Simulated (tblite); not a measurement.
`O=C(O)/C=C\[C@H](Cl)[SiH2][SiH3]`. Structure optimised with GFN2-xTB, isolated species.

```
atom  x, y, z in Å
O1    -0.8202   -0.1956   -1.5333
C2    -1.8848    0.0086   -0.9699
O3    -3.0214    0.1369   -1.6667
C4    -2.0517    0.1686    0.4563
C5    -1.0447   -0.0843    1.3130
C6     0.2568   -0.5854    0.9056
Cl7    1.2279   -1.1010    2.3070
Si8    1.2299    0.7714   -0.1226
Si9    2.4084   -0.2315   -1.8337
H10   -2.8421    0.0438   -2.6155
H11   -3.0118    0.5221    0.7939
H12   -1.1885    0.1195    2.3658
H13    0.1653   -1.4518    0.2538
H14    2.0992    1.3519    0.9198
H15    0.3040    1.8706   -0.4119
H16    3.5979   -0.9283   -1.3256
H17    2.9034    0.7994   -2.7509
H18    1.6635   -1.2085   -2.6261
```

How far are the heavy atoms from their best plane (unweighted least squares)?

0.416 Å rms; O1 0.32, C2 0.09, O3 0.15, C4 0.29, C5 0.24, C6 0.25, Cl7 0.47, Si8 0.98, Si9 0.22 Å (magnitudes).

Work out the bond lengths O1=C2, C2–O3, O3–H10, C6–Cl7, C6–Si8, C6–H13, Si8–H14, Si8–H15 in Å.

For O1=C2 the difference vector is (-1.0646, 0.2042, 0.5634) Å, of length 1.2217 Å. O1=C2 1.222; C2–O3 1.339; O3–H10 0.970; C6–Cl7 1.781; C6–Si8 1.961; C6–H13 1.088; Si8–H14 1.476; Si8–H15 1.466 Å.

Give the dihedral angles Cl7–C6–Si8–H15, O1–C2–C4–H11, C5–C6–Si8–H15, C5–C6–Si8–Si9, C4–C5–C6–H13, Cl7–C6–Si8–Si9.

Cl7–C6–Si8–H15 -133° (anticlinal); O1–C2–C4–H11 169° (antiperiplanar); C5–C6–Si8–H15 -9° (synperiplanar); C5–C6–Si8–Si9 -142° (anticlinal); C4–C5–C6–H13 -50° (synclinal); Cl7–C6–Si8–Si9 94° (anticlinal). Dihedral signs follow IUPAC: positive where, seen along the central bond, the front bond turns clockwise onto the rear one.

Where is the centre of mass (commonest isotopes), and what is the radius of gyration?

Mass 179.983 u; centre at (0.168, -0.162, -0.057) Å; Rg = √(Σ m r²/M) = 2.441 Å. As Ia + Ib + Ic = 2 Σ m r², the three principal moments sum to 2145.3 u·Å².

Write the matrix of distances between heavy atoms (Å, lower triangle).

```
O1    0.000
C2    1.222  0.000
O3    2.230  1.339  0.000
C4    2.368  1.445  2.334  0.000
C5    2.857  2.434  3.583  1.346  0.000
C6    2.694  2.908  4.229  2.470  1.453  0.000
Cl7   4.445  4.654  5.948  3.974  2.681  1.781  0.000
Si8   2.670  3.317  4.567  3.386  2.823  1.961  3.067  0.000
Si9   3.243  4.386  5.445  5.030  4.674  3.501  4.393  2.307  0.000
```

GFN2-xTB frequencies show an imaginary mode (46i cm⁻¹), so the point is no minimum at that level. 3 starts were optimised and ended at 0.00, 1.83 and 3.34 kcal/mol (GFN2-xTB); the lowest of these is shown.

The numbers are calculated, not measured.
